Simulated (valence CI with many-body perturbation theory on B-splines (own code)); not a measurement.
**Energy levels of Rh XXIII**

Method: valence CI with perturbative core correlation (CI+MBPT): five valence electrons over a frozen Dirac-Fock core [Ar], radial functions for each j: 7 s, 7 p, 8 d, 6 f, 4 g, 1 h, with the one-electron correlation potential Σ1, the two-electron term Σ2, the three-electron term Σ3, Breit, model QED; selected CI, second order for the rest (own B-spline code, finite nucleus).

No measured levels were compared; by estimate terms of the open shell hold to 2 to 4 % of their energy, and close levels can change places. Core correlation moves these levels by up to 13000 cm⁻¹, and in measured spectra 5 to 20 % of such shifts remained as error; rates that hang on mixing are uncertain with them. Only levels of the ground parity were solved; by the run's estimate the other parity begins above the list, which can be wrong where configurations are misplaced.

Levels 1 to 37 of 37, with energies above the lowest level, 3d5 6S_5/2. "Leading %" is the weight of the configuration and term that name the level; weights of strongly mixed levels are sums over their largest components and can fall short. Lifetimes count E1, E2, E3, M1 and M2 decay at the calculated energies, and are blank where another channel may lead or the interval is too uncertain; long ones can be off by a factor of two.

```csv
No.,Configuration,Term,J,E (cm⁻¹),Leading %,g,Second component,Lifetime
1,3d5,6S,5/2,0,88,1.947,10 % 3d5 4P,
2,3d5,4G,5/2,86461,30,1.043,19 % 3d5 2F,498 μs
3,3d5,4G,7/2,107140,70,1.064,12 % 3d5 2F,4.10 ms
4,3d5,4G,11/2,109860,83,1.232,14 % 3d5 2H,
5,3d5,4P,3/2,111250,50,1.415,41 % 3d5 4D,281 μs
6,3d5,4G,5/2,113230,45,1.053,22 % 3d5 4D,384 μs
7,3d5,4G,9/2,114990,88,1.167,6 % 3d5 4F,51.3 ms
8,3d5,4P,1/2,123810,69,1.938,26 % 3d5 4D,10.6 ms
9,3d5,4D,7/2,138800,73,1.324,19 % 3d5 4G,1.13 ms
10,3d5,4D,5/2,147820,43,1.297,27 % 3d5 2D,378 μs
11,3d5,4D,1/2,156300,74,0.682,24 % 3d5 4P,644 μs
12,3d5,2I,11/2,159120,74,0.984,14 % 3d5 2H,1.00 ms
13,3d5,4D,3/2,160500,49,1.344,38 % 3d5 4P,341 μs
14,3d5,2F,7/2,170030,45,1.123,31 % 3d5 4F,1.45 ms
15,3d5,2I,13/2,172020,100,1.074,,7.50 ms
16,3d5,2D,3/2,174970,47,0.697,44 % 3d5 4F,271 μs
17,3d5,2G,9/2,176140,46,1.165,33 % 3d5 4F,994 μs
18,3d5,2F,5/2,180860,28,1.077,22 % 3d5 4P,140 μs
19,3d5,4F,5/2,198820,43,1.067,30 % 3d5 2F,273 μs
20,3d5,2H,9/2,202860,55,1.091,42 % 3d5 4F,244 μs
21,3d5,2G,7/2,210670,47,1.045,31 % 3d5 2F,530 μs
22,3d5,4F,3/2,217770,47,0.652,46 % 3d5 2D,360 μs
23,3d5,2F,7/2,220700,52,1.077,31 % 3d5 2G,207 μs
24,3d5,2F,5/2,222330,58,0.983,19 % 3d5 2D,244 μs
25,3d5,2H,11/2,234840,72,1.062,22 % 3d5 2I,
26,3d5,2F,7/2,237610,50,1.150,36 % 3d5 4F,349 μs
27,3d5,2G,9/2,240910,50,1.090,30 % 3d5 2H,390 μs
28,3d5,2S,1/2,244520,87,1.960,6 % 3d5 4P,197 μs
29,3d5,2D,5/2,257630,48,1.060,36 % 3d5 2F,121 μs
30,3d5,2D,3/2,272440,92,0.815,5 % 3d5 4D,130 μs
31,3d5,2D,5/2,290570,72,1.137,19 % 3d5 2F,124 μs
32,3d5,2G,9/2,303380,99,1.108,,
33,3d5,2G,7/2,311780,90,0.911,9 % 3d5 2F,
34,3d5,2P,3/2,352570,84,1.245,15 % 3d5 2D,
35,3d5,2P,1/2,368280,93,0.744,6 % 3d5 2S,
36,3d5,2D,5/2,396200,98,1.195,,88.0 μs
37,3d5,2D,3/2,407110,83,0.875,15 % 3d5 2P,90.1 μs
```

Names give the largest LS component (configuration and term), which can be under half, so a name can repeat, a term be missing and a line seem to break the LS rules; names also repeat where a configuration has a term twice.

The ionisation energy to 3d4 5D_0 of the next ion comes out as 1061.1 eV (NIST: 1061 ± 4 eV (theoretical)). All 37 levels together are meant to be complete up to 423450 cm⁻¹.
